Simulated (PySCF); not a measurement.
A geometry optimisation on `[F][Cr]([F])([F])[F]` [triplet].

Method: PBE0-D3(BJ)/def2-SVP geometry optimisation, gas phase (PySCF 2.14.0). Start geometry: GFN2-xTB. The input is one job of a driver script: a line of settings, then coordinates in Å.

Input:
```
{"job": {"xc": "PBE0", "basis": "def2-SVP", "d3": "d3bj", "grid": 1, "maxiter": 40, "kind": "geom"}, "charge": 0, "multiplicity": 3}
Cr     0.124810     0.000080     0.051660
F      0.057460    -0.015940     1.773770
F      1.717490     0.011330    -0.544390
F     -0.954410     1.239680    -0.629090
F     -0.945350    -1.235150    -0.651950
```

Output:
```
step   0  E = -1442.90052522  max force = 0.057703
step   1  E = -1442.91798734  max force = 0.018945
step   2  E = -1442.92001078  max force = 0.005410
step   3  E = -1442.92047929  max force = 0.000809
step   4  E = -1442.92048649  max force = 0.000432
optimisation converged
```

Energies in Eh; «max force» is the largest Cartesian gradient component in Eh/bohr.

**Question.** How much energy does the optimisation release, in eV?

**Answer.** E(step 0) − E(last step) = 0.019961 Eh, which is 0.543 eV.

**Question.** Give the first gradient maximum in eV/Å.

**Answer.** With 1 Eh/bohr = 51.422 eV/Å, 2.967 eV/Å.

Summary of the converged run: final energy -1442.92049 Eh after 4 steps; dipole 0.03 D.

The run took 24 s of wall time on one thread, Arm Neoverse V1, no GPU, on a shared host.
Labels such as C1 count atoms from 1, the log's own numbers from 0.

For an open-shell metal species like this, the optimisation's SCF solution wasn't tested for stability and no frequencies at its level were run, so a lower state or another shape may exist.
